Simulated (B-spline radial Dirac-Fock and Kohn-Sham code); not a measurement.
## Satellites and hypersatellites of the K lines of Pm⁸⁺

System: promethium as Pm⁸⁺ in the configuration 1s2 2s2 2p6 3s2 3p6 3d10 4s2 4p6 4d10 4f3 5s2 5p2.

Method: multi-electron Dirac-Fock with separately optimised hole states, Breit and Lamb-shift corrections added in first order. Computed with a radial finite-basis atomic code. Each two-hole energy is an average over J within one jj subconfiguration, not an observable level; in light atoms, where LS coupling holds, the j-resolved values are not observed lines, and for a K spectator the Kα1 hypersatellite is nearly forbidden. The model has no electron correlation.

Lines without a spectator: Kα2 (K-L2) 38169.4 eV, Kα1 (K-L3) 38722.9 eV, Kβ3 (K-M2) 43708.5 eV, Kβ1 (K-M3) 43821.8 eV. Shifts in eV with one spectator hole (a dash: not computed, or left out as unreliable):

```csv
spectator hole,Kα2,Kα1,Kβ3,Kβ1
K (1s),+745.5,+782.2,+958.4,+966.7
L2 (2p1/2),+88.1,+114.2,–,+231.4
L3 (2p3/2),+77.4,+80.5,+191.9,–
M2 (3p1/2),–,+15.71,+33.4,+39.9
M3 (3p3/2),+10.20,–,+31.6,+31.4
M4 (3d3/2),+2.87,-0.38,–,–
M5 (3d5/2),-1.38,+1.45,–,–
```
